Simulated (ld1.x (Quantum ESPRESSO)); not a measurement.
**Scattering properties, ultrasoft potential for Tl**

- Element: thallium
- Generator: ld1.x (Quantum ESPRESSO) 7.5
- Type: ultrasoft
- Functional: PW91
- Relativity: scalar-relativistic
- Frozen core: [Xe] 4f14
- Valence charge: 13
- Reference configuration: 5d10 6s1 6p0 (charge +2)
- Partial waves: 6s (bound): rcut 1.65, rcutus 2.15 bohr; 6s channel at -1.35 Ry: rcut 1.65, rcutus 2.15 bohr; 6p (bound, empty): rcut 2.15, rcutus 2.40 bohr; 6p channel at -0.7 Ry: rcut 2.15, rcutus 2.40 bohr; 5d (bound): rcut 1.65, rcutus 1.75 bohr; 5d channel at -2.1 Ry: rcut 1.65, rcutus 1.75 bohr
- Local potential: all-electron potential smoothed inside 1.60 bohr (lloc = -2)
- Core correction: none
- Augmentation charge: PSQ, inside the norm-conserving radii

The phase is arctan(r·u′/u) with u = r·R(r), unwrapped; energies in Ry, scanned from -4 to 5 Ry. A pole is an energy at which the radial function vanishes at the test radius. The pseudo phase is shifted by a multiple of π to meet the all-electron one at the reference energy, and phase errors are pseudo minus all-electron; the curves can meet again beyond the range given. Levels narrower than the energy grid can be missing from the lists of poles.

```
channel  radius (bohr)  reference energy (Ry)  poles, all-electron  poles, pseudo  unbroken range about the reference energy with phases within 0.05 rad  phase error 1 Ry above the reference energy (rad)
      s           2.58                  -1.87                -0.39    -0.39, 1.16                                                              below 1.1                                             -0.000
      p           2.58                  -1.19                 1.39     1.32, 2.86                                                              below 2.1                                             -0.000
      d           2.58                  -2.44          -2.24, 4.31    -2.24, 4.41                                                        the whole range                                             -0.000
```

Phases in the d channel:

```
E (Ry)  all-electron  pseudo
 -4.00         1.319   1.319
 -3.76         1.300   1.300
 -3.52         1.275   1.275
 -3.28         1.236   1.236
 -3.04         1.164   1.164
 -2.80         0.963   0.962
 -2.56        -0.473  -0.473
 -2.32        -1.496  -1.496
 -2.08        -1.660  -1.660
 -1.84        -1.731  -1.731
 -1.60        -1.778  -1.778
 -1.36        -1.818  -1.818
 -1.12        -1.857  -1.857
 -0.88        -1.899  -1.899
 -0.64        -1.948  -1.948
 -0.40        -2.010  -2.011
 -0.16        -2.094  -2.094
  0.08        -2.213  -2.214
  0.32        -2.397  -2.396
  0.56        -2.689  -2.687
  0.80        -3.122  -3.118
  1.04        -3.595  -3.589
  1.28        -3.949  -3.943
  1.52        -4.173  -4.168
  1.76        -4.315  -4.310
  2.00        -4.410  -4.406
  2.24        -4.478  -4.474
  2.48        -4.528  -4.524
  2.72        -4.568  -4.564
  2.96        -4.600  -4.596
  3.20        -4.627  -4.622
  3.44        -4.649  -4.645
  3.68        -4.669  -4.664
  3.92        -4.687  -4.682
  4.16        -4.703  -4.697
  4.40        -4.718  -4.712
  4.64        -4.732  -4.726
  4.88        -4.746  -4.739
```
